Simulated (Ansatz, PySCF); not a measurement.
Molecule: sum formula SiH₂Cl₂, net charge 1, doublet state. 
Geometry from a B3LYP-D3(BJ)/def2-TZVP (Ansatz, an electronic-structure program) optimisation:
```
Si
H 1 1.4753
H 1 1.5713 2 110.59
Cl 1 2.0130 2 114.86 3 109.11
Cl 1 2.0130 2 114.86 3 -109.11
```
Charge +1, spin multiplicity 2.

Total electronic energies in hartree. Correlated levels leave the core frozen unless marked. UHF or UKS for open shells. No spin-orbit coupling. Non-relativistic. CBS(X,Y): correlation extrapolated as X^-3; Hartree-Fock from the larger set. [CCSD(T)-MP2]/basis is that difference in the basis named. The program attaches cautions to a run behind CCSD/STO-3G: other roots.

| level | program | energy (Eh) |
|---|---|---|
| HF-D3(BJ)/def2-TZVPD | PySCF + dftd3 | -1208.86552 |
| PBE0/STO-3G | Ansatz | (withheld) |
| PBE0-D3(BJ)/def2-TZVPD | Ansatz + dftd3 | (withheld) |
| PW6B95/def2-TZVPD | PySCF | -1211.79084 |
| B2PLYP/def2-TZVPD | Ansatz | (withheld) |
| RI-MP2/aug-cc-pV(Q+d)Z | Ansatz | -1209.39542 |
| CCSD/STO-3G | Ansatz | -1195.72622 |
| CCSD(T)/6-31G* | Ansatz | -1209.10644 |
| RI-MP2/CBS(cc-pV(T+d)Z,cc-pV(Q+d)Z)+[CCSD(T)-MP2]/cc-pV(T+d)Z | Ansatz | -1209.4954 |

Task: Complete the blanks.

Result: 
- PBE0/STO-3G, energy (Eh): -1197.04402
- PBE0-D3(BJ)/def2-TZVPD, energy (Eh): -1210.39882
- B2PLYP/def2-TZVPD, energy (Eh): -1210.43253
